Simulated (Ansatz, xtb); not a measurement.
Isomers of C5H3FN2Se in order of energy

6 gas-phase structures of C5H3FN2Se, from a drawn sample of its isomers (lower ones may exist). Each was relaxed with GFN2-xTB:

A. `N#C[C@H](F)c1cn[se]c1`, a singlet
B. `N#Cc1[se]ncc1CF`, a singlet
C. `N#Cc1cc(F)c(N)[se]1`, a singlet
D. `CC#Cc1nc(F)n[se]1`, a singlet
E. `C#Cc1n[se]nc1CF`, a singlet
F. `Cc1n[se]c(C#N)c1F`, a singlet

Task: Make a reasoned guess at their ranking by r2SCAN-D4/def2-SVP single-point energy.

Result: Calculated order at r2SCAN-D4/def2-SVP: C (0.000), F (0.108), B (0.336), A (0.678), D (0.941), E (1.960) eV. CCSD(T)/def2-SVP + ΔMP2/def2-TZVPP after further relaxation puts F lowest instead.

Energies above the lowest of each column, in eV; the last columns are at PBE-D3(BJ)/def2-SVP geometries and were run for some of them only (a dash: not run or not comparable):

| structure | GFN2-xTB | HF/STO-3G | r2SCAN-D4/def2-SVP | PBE-D3(BJ)/def2-SVP | CCSD(T)/def2-SVP + ΔMP2/def2-TZVPP |
| --- | --- | --- | --- | --- | --- |
| C | 0.443 | 0.470 | 0.000 | 0.000 | 0.059 |
| F | 0.000 | 0.000 | 0.108 | 0.045 | 0.000 |
| B | 0.184 | 0.410 | 0.336 | 0.286 | 0.066 |
| A | 0.534 | 0.653 | 0.678 | 0.609 | – |
| D | 0.078 | 1.598 | 0.941 | – | – |
| E | 0.715 | 2.381 | 1.960 | – | – |

CCSD(T)/def2-SVP + ΔMP2/def2-TZVPP puts F lowest of those it was run on; r2SCAN-D4/def2-SVP picks C, PBE-D3(BJ)/def2-SVP picks C. CCSD(T)/def2-SVP + ΔMP2/def2-TZVPP orders those it was run on as F (0.000), C (0.059), B (0.066) eV. Less than 1 kcal/mol parts C and B, so the order within that pair means little. Some further structures that were screened fall inside this span and aren't listed. Flexible structures stand in one conformer each, not always the lowest. Frequencies (GFN2-xTB) were run for B, C, F alone. ΔMP2 is the change of the MP2 energy from the smaller to the larger basis.

Over these structures GFN2-xTB departs from r2SCAN-D4/def2-SVP by 0.473 eV on average once a common shift is removed. A GFN2-xTB relaxation took about 0.13 s and the r2SCAN-D4/def2-SVP energy about 2.6 s on a shared host (Ansatz 0.2.0, xtb 6.7.1).
